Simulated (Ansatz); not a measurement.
Consider the ligand exchange at a Ga–N bond: `C[N](C)[Ga]([OH])[SH]` + HCl → `[OH][Ga]([SH])[Cl]` + dimethylamine.

Calculated with Ansatz (gas phase, PBE0-D4/def2-TZVP geometries, no zero-point term in ΔE). CCSD(T)/CBS is the MP2 limit (def2-TZVPP, def2-QZVPP) plus CCSD(T) − MP2 in def2-TZVPP, frozen cores. This one scheme is used for every species. Functionals use def2-TZVPP. For Ga outer-core shells are correlated without core-valence functions, which leaves a few kJ/mol of doubt a bond. Scalar relativity is left out up to krypton. One conformer a species, not always the lowest.

| level | ΔE (kJ/mol) | difference from CCSD(T)/CBS |
| --- | --- | --- |
| PBE-D4 | -84.1 | -7.0 |
| r2SCAN-D4 | -88.3 | -11.2 |
| PBE0-D4 | -88.2 | -11.1 |
| ωB97X-V | -86.7 | -9.6 |
| ωB97M-V | -87.6 | -10.5 |
| r2SCAN | -90.6 | -13.5 |
| PBE0 | -94.4 | -17.3 |
| HF/def2-TZVPP | -110.3 | -33.2 |
| MP2/def2-QZVPP | -75.6 | 1.5 |
| CCSD/CBS(def2) | -80.5 | -3.4 |
| CCSD(T)/CBS | -77.1 | 0 |

Largest T1 diagnostic among the species: 0.013.

The D4 term adds +10.6 kJ/mol with B3LYP and +6.2 kJ/mol with PBE0; it sums over pairs of atoms, weighted by their polarisabilities, and B3LYP, whose exchange is more repulsive, gets the larger term. From PBE to PBE0 (25 % exact exchange), in def2-TZVPP and without D4, ΔE moves by −3.5 kJ/mol.

B3LYP here is the variant with VWN-RPA as its local correlation; programs differ in this.
